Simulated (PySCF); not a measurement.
Computed properties of C2H6NO, SMILES CC(N)=[OH+], charge +1

C2H6NO, SMILES CC(N)=[OH+], charge +1. Coordinates come from a B3LYP-D3(BJ)/def2-SVP optimisation. The isomer is the one that the SMILES or the coordinates give; other isomers of the formula were not compared. One conformer was computed; it need not be the lowest. All values are computed for the isolated molecule unless a solvent is named; none is compared with measurement here.

**Structure.** The optimised structure has Cs symmetry. All 24 harmonic modes at B3LYP-D3(BJ)/def2-SVP (PySCF) are real, so it is a minimum. With heavy atoms numbered as in [CH3:1][C:2]([NH2:3])=[OH+:4], the shortest bond between them is C2–O4 at 1.299 Å and the longest C1–C2 at 1.487 Å.

**Vibrations.** The strongest infrared lines (harmonic, unscaled, degenerate partners summed) lie at 1754 cm⁻¹ (293 km/mol, C 54 %, N 27 %, H 17 %), 3754 cm⁻¹ (244 km/mol, H 94 %), 685 cm⁻¹ (242 km/mol, H 90 %). The softest mode is at 108 cm⁻¹ and the zero-point energy is 54.6 kcal/mol.

**Electronic structure.** PBE0/def2-TZVP (PySCF) places the frontier levels at -15.21 and -6.44 eV, a gap of 8.77 eV and a mean polarisability of 32.6 bohr³. PBE/def2-TZVP (PySCF) at the same geometry gives -13.73 and -7.54 eV, so its gap is 2.58 eV narrower. An orbital gap is neither the optical nor the fundamental gap.

**Excitations.** TDDFT-ωB97X/def2-SVPD (PySCF) has S1 at 8.20 eV (151 nm, f = 0.292, bright); the most intense of the 10 singlets computed lies at 8.20 eV (f = 0.29). T1 (TDA) is at 5.80 eV. TDDFT-PBE/def2-SVPD (PySCF) puts S1 at 7.52 eV. No vertical singlet excitation falls in the visible range (under 3.1 eV).

**NMR.** GIAO shifts at PBE0/pcSseg-1 (PySCF) (non-relativistic, atoms alike by connectivity averaged): ¹³C from 24.2 to 191.8 ppm against TMS; ¹H from 3.2 to 8.1 ppm against TMS.

**Solvation.** SMD-PBE0/def2-SVP (PySCF) gives -67.8 kcal/mol in water, -65.3 kcal/mol in N,N-dimethylformamide, -62.8 kcal/mol in 1-octanol (1 M in both phases, gas-phase geometry); of these solvents water holds the molecule best.
